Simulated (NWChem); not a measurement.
System: Si$_{2}$NH$_{6}$Cl; SMILES N[SiH2][SiH2]Cl

```xyz
10

Si    -0.9171     0.6741     0.2396
Cl     0.6459     1.9804    -0.2872
Si    -0.3043    -1.5389    -0.3214
N      1.1753    -2.1317     0.3775
H     -1.1402     0.8571     1.7006
H     -2.1380     1.1474    -0.4703
H     -1.4108    -2.4299     0.1295
H     -0.1697    -1.6071    -1.8010
H      1.2072    -2.2992     1.3771
H      2.0488    -1.7196     0.0676
```
Atoms are numbered in this order, from 1.

Level: B3LYP/6-31G* (spherical d) (NWChem), optimised geometry, unscaled harmonic frequencies. B3LYP is NWChem's, with the RPA form of VWN correlation.

Task: List the harmonic frequencies with IR intensities, and the thermochemistry.

Result: 
| frequency (cm⁻¹) | IR intensity (km/mol) |
|---|---|
| 47 | 2.6 |
| 95 | 7.5 |
| 168 | 23.5 |
| 183 | 5.2 |
| 388 | 20.5 |
| 408 | 17.5 |
| 478 | 305.5 |
| 521 | 20.9 |
| 525 | 39.1 |
| 688 | 8.4 |
| 722 | 3.1 |
| 820 | 238.1 |
| 836 | 168.1 |
| 878 | 180.5 |
| 911 | 87.4 |
| 942 | 24.8 |
| 959 | 71.6 |
| 1629 | 42.0 |
| 2223 | 103.1 |
| 2235 | 149.2 |
| 2241 | 94.2 |
| 2252 | 204.6 |
| 3547 | 24.1 |
| 3637 | 19.5 |

The zero-point energy is 39.1 kcal/mol, the thermal correction to the enthalpy at 298.15 K (with zero-point energy) is 44.3 kcal/mol and the heat capacity Cv is 25.1 cal/(mol K). The entropy at 298.15 K and 1 atm (symmetry number 1) is 86.2 cal/(mol K). The dipole moment is 1.89 D.

Rigid rotor and harmonic oscillator; modes under 100 cm⁻¹ make the entropy uncertain.
